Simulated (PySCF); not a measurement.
Species: C₃H₉NS₂Si.
Numbering: `[H]/[N:7]=[CH:6]/[CH2:5][S:4][SiH2:3][S:2][CH3:1]` (hydrogens: H8, H9, H10 on C1; H11, H12 on Si3; H13, H14 on C5; H15 on C6; H16 on N7)

Cartesian coordinates in Å at the GFN2-xTB level; atoms count from 1:
```xyz
16
C3H9NS2Si angstrom
C      3.2438   -0.2453    0.7624
S      2.2069    1.0252    1.5617
Si     0.4054    0.9139    0.4195
S     -0.1092   -1.1635    0.1806
C     -1.4542   -0.9774   -1.0460
C     -2.5685   -0.2625   -0.3781
N     -2.6854    0.9768   -0.5407
H      3.4903    0.0687   -0.2466
H      4.1464   -0.3260    1.3580
H      2.7121   -1.1912    0.7540
H      0.6094    1.4353   -0.9245
H     -0.5718    1.6139    1.2252
H     -1.0729   -0.4118   -1.8935
H     -1.7267   -1.9892   -1.3389
H     -3.1930   -0.8825    0.2771
H     -3.4402    1.4246   -0.0274
```

Level of theory: TDDFT B3LYP/def2-SVPD, vertical, gas phase, core orbitals frozen in the response in PySCF.

Ground-to-excited transition dipoles (e·a0, same axes as the geometry; the sign carries no meaning), for the states with f of 0.002 or more among the lowest 7:

```tsv
state	E (eV)	μx	μy	μz
S1	4.681	-0.366	0.164	-0.089
S2	4.788	0.390	0.076	0.039
S3	5.113	0.128	0.045	0.125
S4	5.408	-0.135	-0.034	-0.102
S5	5.611	-0.302	0.027	0.166
S6	5.812	0.011	-0.148	0.140
S7	6.069	0.093	-0.060	0.077
```

**Question.** What oscillator strength does each state have?

**Answer.** f = (2/3) ΔE |μ|² with ΔE in hartree (27.2114 eV).

| state | \|μ\|² (au) | \|μ\| (D) | f |
| --- | --- | --- | --- |
| S1 | 0.169 | 1.04 | 0.019 |
| S2 | 0.160 | 1.02 | 0.019 |
| S3 | 0.034 | 0.47 | 0.004 |
| S4 | 0.030 | 0.44 | 0.004 |
| S5 | 0.119 | 0.88 | 0.016 |
| S6 | 0.042 | 0.52 | 0.006 |
| S7 | 0.018 | 0.34 | 0.003 |

**Question.** Which bond between heavy atoms lies closest to the direction of the S1 transition dipole?

**Answer.** S2–Si3 and S4–C5, at 32° from it; next C5–C6 at 40°.

**Question.** What angle do the transition dipoles of S2 and S5 make?

**Answer.** |cos θ| = |μa·μb| / (|μa| |μb|) = 0.79, so θ ≈ 38° (taken between 0 and 90°, since the signs are arbitrary).

**Question.** How is the summed strength of these states shared among x, y and z?

**Answer.** (2/3) Σ ΔE μα² gives 0.052 for x, 0.008 for y and 0.012 for z, 0.071 in all.

One conformer stands for the species.
